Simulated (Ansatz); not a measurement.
C₂H₅BS (`BC(=C)S`) from Hartree–Fock to CCSD(T)

Cartesian coordinates in Å:
```
B 0.246 0.287 1.196
C -0.156 -0.060 -0.247
C 0.814 -0.267 -1.155
S -1.846 -0.191 -0.727
H 1.411 0.359 1.457
H -0.571 0.483 2.048
H 0.619 -0.515 -2.195
H 1.851 -0.185 -0.852
H -2.367 0.089 0.475
```

Charge 0, multiplicity 1. The structure was optimised at the PBE0-D4/def2-TZVP level. It is one conformer, not always the lowest. Frozen core, restricted reference, Ansatz. CBS rows extrapolate triple and quadruple zeta; past MP2 they add the triple-zeta difference.

```json
{"basis": "def2-SVP", "HF (Eh)": "-500.61677", "MP2 corr.": "-0.47930", "CCSD corr.": "-0.52947", "(T)": "-0.01891", "CCSD(T) total": "-501.16515"}
{"basis": "def2-TZVPP", "HF (Eh)": "-500.87144", "MP2 corr.": "-0.59958", "CCSD corr.": "-0.64468", "(T)": "-0.03028", "CCSD(T) total": "-501.54640"}
{"basis": "def2-QZVPP", "HF (Eh)": "-500.88752", "MP2 corr.": "-0.64202", "CCSD corr.": "–", "(T)": "–", "CCSD(T) total": "–"}
{"basis": "CBS(def2)", "HF (Eh)": "-500.88974", "MP2 corr.": "-0.67346", "CCSD corr.": "-0.71856", "(T)": "as TZ", "CCSD(T) total": "-501.63858"}
```
